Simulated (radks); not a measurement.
The krypton ion Kr25+, 11 electrons, occupied as [Ne] 3s1 (the NIST ground configuration).

All-electron calculation, non-relativistic Kohn-Sham, LDA (Slater exchange, Perdew-Wang correlation), spin-polarised, spherical densities, point nucleus; open shells are filled with parallel spins first. Program: a radial shooting solver on a logarithmic mesh with Libxc functionals.

Energy parts (eV):
total: -63457.917
kinetic: 63432.054
electron-nucleus: -135409.836
Hartree: 10037.615
exchange-correlation: -1517.749

Orbitals (lengths in bohr, moments of r in powers of bohr):
orbital,occ.,eigenvalue (eV),<r>,<r^2>
1s up,1,-15081.82,0.04248,0.002415
1s down,1,-15080.15,0.04248,0.002415
2s up,1,-2941.713,0.1846,0.03996
2s down,1,-2939.763,0.1845,0.03990
2p up,3,-2785.388,0.1586,0.03054
2p down,3,-2783.680,0.1585,0.03049
3s up,1,-1166.948,0.4492,0.2290
3s down,0,-1154.576,0.4491,0.2291
3p up,0,-1115.075,0.4320,0.2147
3p down,0,-1103.307,0.4314,0.2144
4s up,0,-619.0536,0.8307,0.7761
4s down,0,-614.2966,0.8362,0.7859

The highest occupied level is 3s up at -1166.9 eV. The spin density at the nucleus is 363.2 e/bohr^3 (1s 1.7, 2s -1.1, 3s 362.6), a Fermi contact field of 1.9e+04 T. For comparison, the ionisation energy in NIST's Atomic Spectra Database is 1205.2 eV (semi-empirical). In exact Kohn-Sham theory the highest level is minus the ionisation energy, but local and semilocal functionals leave it too shallow, through self-interaction and a potential that decays too fast; potentials with the right tail come closer. Spin moment in Bohr magnetons: 1. The density falls to 0.001 e/bohr^3 at r = 1.04 bohr. Summed over all electrons, <r^2> = 0.4968 bohr^2, which gives a Langevin (diamagnetic) susceptibility term of -0.393 x 10^-6 cm^3/mol. Virial ratio -V/T = 2.00041. The electron density at the nucleus is 3.212e+04 e/bohr^3.
